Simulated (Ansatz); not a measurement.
Input for Ansatz (an electronic-structure program): R-CCSD(T)/cc-pV(T+d)Z on H2 (SMILES [H][H]). The basis file is the Basis Set Exchange's JSON of that set.

Ansatz 0.2 input:
```yaml
crystal:
  periodic: [false, false, false]
  atoms:
    - {symbol: H, position_ang: [0.00000000, 0.00000000, 0.37198582]}
    - {symbol: H, position_ang: [-0.00000000, -0.00000000, -0.37198582]}
basis:
  gaussian:
    orbitals: cc-pV_T+d_Z.json
magnetization: {spin_polarized: false}
correlation: {method: ccsd_t, electrons: outside_noble_gas}
scf: {lower_state_search: off}
```

The log:

```
WARN ansatz: RAYON_NUM_THREADS=4 ignored (pool sized by the plan → 4); use --threads N
Functional definition: HF
these checks for a lower state are left out or cut short: stability, starts, cluster_reference, orbital_swaps, neighbouring_geometries, increment
integrals: 0.00 GiB planned
145 factors; integrals over basis functions are off by at most 7.3e-4 eV
mean field: 0.04 GiB planned
mean field evaluation 1: about -30.7506 eV, gradient 3.7e0 eV
mean field evaluation 2: about -30.7488 eV, gradient 3.6e0 eV
mean field evaluation 4: about -30.8286 eV, gradient 5.9e-2 eV
mean field evaluation 8: about -30.8285 eV, gradient 1.8e-7 eV
mean field -30.82847869 eV, -1.1329256957 hartree, gradient 4.3e-7 eV, S^2 0.000000; 0 other end points of the search recorded, 0 dependent functions left out
reference -30.82847869 eV, -1.1329256957 hartree; 1, 1 occupied and 27, 27 virtual orbitals, 145 factors
second order -0.86234553 eV of doubles, -0.00000000 eV of singles
coupled cluster: 0.05 GiB planned
cycle   1  -1.00683440 eV  change   -1.4e-1 eV  update   2.6e-2
cycle   2  -1.07129108 eV  change   -6.4e-2 eV  update   9.0e-3
cycle   3  -1.07248179 eV  change   -1.2e-3 eV  update   1.1e-3
cycle   4  -1.07243558 eV  change    4.6e-5 eV  update   1.4e-4
cycle   5  -1.07239043 eV  change    4.5e-5 eV  update   1.6e-5
cycle   6  -1.07239780 eV  change   -7.4e-6 eV  update   2.7e-6
cycle   7  -1.07239706 eV  change    7.3e-7 eV  update   4.1e-7
perturbative correction 0.00000000 eV, 0.0000000000 hartree
Total energy: -31.90087576 eV, -1.1723355608 hartree
Checks for a lower state left out: stability, starts, cluster_reference, orbital_swaps, neighbouring_geometries, increment
```

The calculation finished and met its thresholds.

Cost: about 0.27 core-seconds (a rough figure).
